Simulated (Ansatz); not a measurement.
Two isomers of C2H10Si2: A = `C[SiH](C)[SiH3]`, B = `CC([SiH3])[SiH3]`.

Isolated molecules relaxed with PBE0-D4/def2-TZVP in Ansatz; ΔE leaves out vibrations. CCSD(T)/CBS is the MP2 limit (def2-TZVPP, def2-QZVPP) plus CCSD(T) − MP2 in def2-TZVPP, frozen cores. Functionals use def2-TZVPP. B3LYP here is the variant with VWN-RPA as its local correlation; programs differ in this.

Q: Which isomer does CCSD(T)/CBS put lower? Give the gap. (An estimate is asked.)

A: The calculation gave: A, by 52.4 kJ/mol.

Q: Give E(B) − E(A) in kJ/mol with ωB97M-V, HF/def2-TZVPP, B3LYP, MP2/def2-TZVPP, PBE-D4, B2PLYP, BLYP-D4. (Estimate.)

A: The calculation gave: ωB97M-V 50.5, HF/def2-TZVPP 48.2, B3LYP 60.2, MP2/def2-TZVPP 46.3, PBE-D4 65.4, B2PLYP 54.8, BLYP-D4 56.9. None reverses the order clearly.

Q: Does the order hold for the free energy at 298.15 K (harmonic terms from PBE0-D4)? (Estimate.)

A: Computed: Yes: G(B) − G(A) = +48.9 kJ/mol.

Largest T1 diagnostic: 0.011.

Leaving LDA and LC-ωPBE aside and taking each functional with its dispersion term where it has one, the values spread over 14.9 kJ/mol, from ωB97M-V to PBE-D4. LDA lies −8.9 kJ/mol from PBE without D4. At CCSD(T), def2-SVP lies −14.0 kJ/mol from the extrapolated value and def2-TZVPP −1.5 kJ/mol.
